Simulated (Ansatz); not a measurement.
C₇H₁₄ (`C/C=C/CCCC`), relaxed with RKS PBE0-D4/def2-TZVP in Ansatz from a PBE-D4/def2-SVP geometry. The force threshold is 0.005 eV/Å; the program also tests the step.

The species carries charge 0 and has multiplicity 1.

Start:

```xyz
21

C     3.307    0.865   -0.012
C     1.953    0.834    0.630
C     1.189   -0.263    0.797
C    -0.169   -0.298    1.440
C    -1.283   -0.800    0.500
C    -1.537    0.110   -0.705
C    -2.635   -0.406   -1.635
H     4.082    1.243    0.690
H     3.622   -0.140   -0.358
H     3.326    1.550   -0.887
H     1.561    1.802    0.999
H     1.571   -1.233    0.422
H    -0.135   -0.966    2.330
H    -0.428    0.715    1.819
H    -2.224   -0.915    1.083
H    -1.025   -1.822    0.141
H    -1.801    1.129   -0.340
H    -0.589    0.237   -1.271
H    -2.380   -1.406   -2.044
H    -2.798    0.273   -2.496
H    -3.604   -0.508   -1.103
```

Task: How much energy does the relaxation release, and in how many steps? (Estimate.)

Result: Ansatz gave: 0.09 eV, in 6 steps, 2 of them rejected.

Task: Which bonds change most? (Estimate.)

Result: Ansatz gave: C2–C3 from 1.347 to 1.327 Å; C2–H11 from 1.107 to 1.090 Å; C6–H18 from 1.112 to 1.095 Å; C1–H8 from 1.112 to 1.095 Å.

Task: Give the relaxed structure. (An estimate is asked.)

Result: Computed: 
```xyz
21

C     3.276    0.851   -0.011
C     1.931    0.825    0.630
C     1.179   -0.257    0.787
C    -0.169   -0.289    1.426
C    -1.266   -0.795    0.490
C    -1.522    0.117   -0.698
C    -2.612   -0.404   -1.618
H     4.039    1.222    0.681
H     3.577   -0.145   -0.345
H     3.290    1.520   -0.878
H     1.549    1.779    0.994
H     1.557   -1.212    0.419
H    -0.135   -0.941    2.307
H    -0.427    0.713    1.787
H    -2.194   -0.917    1.060
H    -0.999   -1.796    0.128
H    -1.794    1.114   -0.330
H    -0.591    0.249   -1.259
H    -2.348   -1.386   -2.023
H    -2.781    0.267   -2.462
H    -3.561   -0.514   -1.085
```
